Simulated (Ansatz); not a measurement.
`[SiH3]N1[SiH2]P1`, 10 atoms. Charge 0, multiplicity 1. All runs use 2 threads of an Intel Xeon Platinum 8375C on a shared host. Correlated methods freeze the cores.

Task: Give the basis size and wall time and peak host memory of each of these runs in Ansatz. RHF-CCSD(T)/def2-SVP energy; RKS ωB97M-V/def2-SVP energy; RKS B2PLYP (frozen core)/def2-TZVPP energy; direct RPA on PBE orbitals/def2-TZVPP energy; RKS PBE0-D4/def2-TZVP relaxation (7 steps); RHF-MP2/def2-QZVPP energy; RKS PBE0-D4/def2-SVP energy; RKS CAM-B3LYP-D4/def2-TZVPP energy; RKS r2SCAN0-D4/def2-TZVPP energy; RKS PBE0-D4/def2-QZVPP energy; RKS PBE0-D4/def2-TZVP frequencies; RKS PBE-QIDH (frozen core)/def2-TZVPP energy. (Estimate.)

Result: Computed: Other jobs shared the machine, so times are rough.

| level | job | functions | wall time | peak host memory (GiB) |
| --- | --- | --- | --- | --- |
| RKS PBE0-D4/def2-SVP | energy | 98 | 1.6 s | 0.21 |
| RHF-CCSD(T)/def2-SVP | energy | 98 | 3.3 s | 0.34 |
| RKS ωB97M-V/def2-SVP | energy | 98 | 5.5 s | 0.31 |
| RKS CAM-B3LYP-D4/def2-TZVPP | energy | 241 | 5.5 s | 0.71 |
| direct RPA on PBE orbitals/def2-TZVPP | energy | 241 | 6.5 s | 0.54 |
| RKS r2SCAN0-D4/def2-TZVPP | energy | 241 | 7 s | 0.65 |
| RKS B2PLYP (frozen core)/def2-TZVPP | energy | 241 | 7.5 s | 0.61 |
| RKS PBE-QIDH (frozen core)/def2-TZVPP | energy | 241 | 8 s | 0.61 |
| RKS PBE0-D4/def2-QZVPP | energy | 447 | 13 s | 1.5 |
| RHF-MP2/def2-QZVPP | energy | 447 | 28 s | 2.5 |
| RKS PBE0-D4/def2-TZVP | relaxation (7 steps) | 178 | 31 s | 0.48 |
| RKS PBE0-D4/def2-TZVP | frequencies | 178 | 3.1 min | 0.51 |
